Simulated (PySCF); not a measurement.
Geometry (Å), atoms numbered from 1 in this order:
```xyz
20

O     0.660    2.642   -1.253
S     0.139    1.231   -1.231
C     1.113    0.379    0.066
C     1.019   -1.139    0.053
C    -0.371   -1.726   -0.201
C    -1.529   -1.102    0.586
C    -2.222    0.057   -0.129
C    -1.428    1.340   -0.289
H     0.803    0.826    1.024
H     2.134    0.733   -0.141
H     1.708   -1.540   -0.707
H     1.398   -1.503    1.024
H    -0.319   -2.805    0.013
H    -0.603   -1.653   -1.278
H    -2.290   -1.877    0.765
H    -1.188   -0.785    1.588
H    -3.146    0.316    0.414
H    -2.550   -0.291   -1.124
H    -1.149    1.803    0.672
H    -1.992    2.091   -0.863
```

Geometry: PBE0-D3(BJ)/def2-SVP; GIAO shifts from PySCF 2.14.0 with density-fitted response routines, gas phase, non-relativistic, averaged over equivalent atoms.

At wB97X-D/pcSseg-1 (203 basis functions, 37 s wall time on 1 thread of an x86-64 server CPU, shared host):
```csv
atoms,δ (ppm)
O1,57.3
S2,313.7
C3/C8,63.9
C5/C6,27.4
C4/C7,25.1
H10/H20,2.78
H9/H19,2.46
H11/H18,1.60
H12/H17,1.57
H13/H16,1.34
H14/H15,1.23
```

Referencing at the same level of theory: ¹⁷O (σ = 333.19 ppm) vs H2O; ³³S (σ = 493.71 ppm) against CS2; TMS for ¹³C (σ = 184.54 ppm), ¹H (σ = 31.38 ppm).

Estimate the result of repeating the calculation with PBE0/pcSseg-1.

Answers


| atoms | δ at PBE0/pcSseg-1 | change |
| --- | --- | --- |
| O1 | 65.9 | +8.6 |
| S2 | 312.2 | -1.5 |
| C3/C8 | 64.4 | +0.5 |
| C5/C6 | 28.0 | +0.6 |
| C4/C7 | 25.5 | +0.4 |
| H10/H20 | 2.82 | +0.04 |
| H9/H19 | 2.47 | +0.01 |
| H11/H18 | 1.66 | +0.06 |
| H12/H17 | 1.65 | +0.08 |
| H13/H16 | 1.38 | +0.04 |
| H14/H15 | 1.29 | +0.06 |

References, each an isolated molecule treated in the same way: H2O for ¹⁷O (334.56 ppm); ³³S (495.66 ppm) vs CS2; ¹³C (184.41 ppm) and ¹H (31.27 ppm) vs TMS.

The largest change is at O1 (S=O oxygen). Cost: 203 basis functions, 30 s wall time on 1 thread of an x86-64 server CPU, shared host. The order of the carbon signals is the same at both levels.

Experimental scales use liquid or dissolved standards, which lie at an offset from isolated H2O (liquid H2O: subtract about 36 ppm).
